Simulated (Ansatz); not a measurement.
`[CH3][GaH][SH]` + H₂ → `[SH][GaH2]` + CH₄ at 600 K and 1 bar (hydrogenolysis of a Ga–C bond).

Isolated molecules relaxed with PBE0-D4/def2-TZVP in Ansatz; ΔE leaves out vibrations. CBS: MP2 limit from def2 TZ/QZ plus the TZ coupled-cluster correction, frozen cores. This one scheme is used for every species. For Ga outer-core shells are correlated without core-valence functions, which leaves a few kJ/mol of doubt a bond. Scalar relativity is left out up to krypton. One conformer a species, not always the lowest.

```
         species  CCSD(T)/CBS energy (Eh)  H − E (kJ/mol)  S (J/(mol·K))
`[CH3][GaH][SH]`              -2362.81343           187.0          407.7
              H₂                 -1.17544            43.9          150.8
    `[SH][GaH2]`              -2323.53734            95.0          327.9
             CH₄                -40.46206           140.4          215.7
```

H − E and S are ideal-gas, rigid-rotor, harmonic terms from PBE0-D4/def2-TZVP, for one conformer and one mirror image of each species. The MP2-based limit puts H₂ 0.8 mEh under its directly extrapolated value; such offsets cancel only in part. 1 Eh = 2625.50 kJ/mol, R = 8.31446 J/(mol·K).

Problem. By hand: ΔE, ΔH, ΔS and ΔG.

Solution. ΔE = (-2323.53734) + (-40.46206) − (-2362.81343) − (-1.17544) = -0.01053 Eh = -27.6 kJ/mol. Δ(H − E) = 95.0 + 140.4 − 187.0 − 43.9 = 4.5, so ΔH = -23.1 kJ/mol. ΔS = 327.9 + 215.7 − 407.7 − 150.8 = -14.9 J/(mol·K). ΔG = -23.1 − 600 × (-14.9)/1000 = -14.2 kJ/mol.

Problem. By hand: the equilibrium constant, and the temperature at which ΔG would vanish if ΔH and ΔS stayed fixed.

Solution. log₁₀ K = −ΔG/(RT ln 10) = 1.2. ΔG = 0 at ΔH/ΔS = 1550 K, though so small a ΔS makes that figure unsure.

TΔS isn't small against ΔH here. A doubt of 5 kJ/mol in ΔE shifts log₁₀ K by 0.4 here. Other conformers and mirror images would add mixing entropy, several J/(mol·K) or more a flexible species. Modes under 60 cm⁻¹, often nearly free rotors, make the harmonic entropy too high. These are equilibria of isolated gas molecules and say nothing of rates. Largest T1 diagnostic: 0.013 (customary marks: 0.02 for closed shells, 0.045 for open ones).
